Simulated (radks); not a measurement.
Values are calculated unless marked as measured or tabulated.
Spherical quantum dot in the effective-mass picture: electrons in a hard-walled sphere of radius 2.72, all in effective atomic units (hartree* = m*/eps^2 hartree, bohr* = eps/m* bohr), one dielectric constant everywhere. Level of theory: non-relativistic Kohn-Sham, PBEsol, spin-polarised, spherical densities (a radial shooting solver with Libxc functionals). Levels are named by radial order and angular momentum (1s, 1p, 1d, 2s, ...), and open shells are averaged over m. Results are scaled to m* = 0.11 and eps = 5.2, for which hartree* = 110.7 meV and bohr* = 2.502 nm.

N = 16, configuration 1s2 1p6 1d(up 5, down 3). This is the lowest configuration that the search found. Occupied and some empty levels:

level    occupation  eigenvalue (meV)  <r> (nm)
1s up             1            926.51     4.239
1s down           1            930.88     4.225
1p up             3            974.08     4.532
1p down           3            978.85     4.527
1d up             5            1049.7     4.747
1d down           3            1054.7     4.744
1f up             0            1149.4     4.914
1f down           0            1154.5     4.913
2s up             0            1166.3     3.130
2s down           0            1168.3     3.131
2p up             0            1303.2     3.585
2p down           0            1306.2     3.582

Energy (meV): total 9386.04, kinetic 3314.9, external 0, Hartree 7036.8, exchange-correlation -965.72.

Electron density:

r (nm)  n(r) (e/nm^3)
0.357        0.002241
0.866        0.002830
1.37         0.004086
1.88         0.006237
2.39         0.009458
2.90          0.01367
3.41          0.01836
3.92          0.02237
4.43          0.02398
4.93          0.02169
5.44          0.01528
5.95         0.007026
6.46         0.001186
